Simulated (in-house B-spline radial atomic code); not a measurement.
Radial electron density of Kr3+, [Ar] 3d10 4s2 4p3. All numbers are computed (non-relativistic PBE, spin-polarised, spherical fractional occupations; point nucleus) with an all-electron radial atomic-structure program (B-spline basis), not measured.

Columns: r (bohr), 4πr²n(r) (electrons per bohr), bar.

```
 0.00181    1.166 #
 0.00221    1.689 #
 0.00269    2.417 ##
 0.00327    3.426 ###
 0.00398    4.822 ####
 0.00485    6.726 ######
  0.0059     9.23 ########
 0.00719    12.49 ##########
 0.00875    16.54 ##############
  0.0107    21.51 ##################
   0.013    26.95 ######################
  0.0158    32.62 ###########################
  0.0192     37.9 ################################
  0.0234    42.01 ###################################
  0.0285    44.03 #####################################
  0.0347    43.55 ####################################
  0.0423    40.97 ##################################
  0.0515    37.88 ###############################
  0.0627    36.58 ##############################
  0.0764    38.96 ################################
   0.093    44.79 #####################################
   0.113    50.94 ##########################################
   0.138    52.92 ############################################
   0.168    47.92 ########################################
   0.205    38.36 ################################
   0.249     31.1 ##########################
   0.303     30.6 #########################
   0.369    34.92 #############################
    0.45    36.88 ###############################
   0.547    31.82 ##########################
   0.667    21.69 ##################
   0.812    12.33 ##########
   0.988    7.084 ######
     1.2    5.265 ####
    1.47    4.397 ####
    1.78    3.155 ###
    2.17    1.651 #
    2.65   0.5938 
    3.22   0.1473 
    3.92   0.0225 
    4.78 0.001874 
    5.82 8.186e-05
```

On this grid the curve has 3 maxima, near 0.0285, 0.138, 0.45 bohr.

The 4p up radial function P(r) = rR(r), positive near the nucleus:

```tsv
r (bohr)	P
0.00269	0.001221
0.00398	0.002611
0.0059	0.005543
0.00875	0.01158
0.013	0.02368
0.0192	0.04616
0.0285	0.08591
0.0423	0.1469
0.0627	0.2202
0.093	0.2654
0.138	0.2018
0.205	-0.03412
0.303	-0.3373
0.45	-0.4037
0.667	-0.01263
0.988	0.5898
1.47	0.8793
2.17	0.6112
3.22	0.1981
4.78	0.02379
```
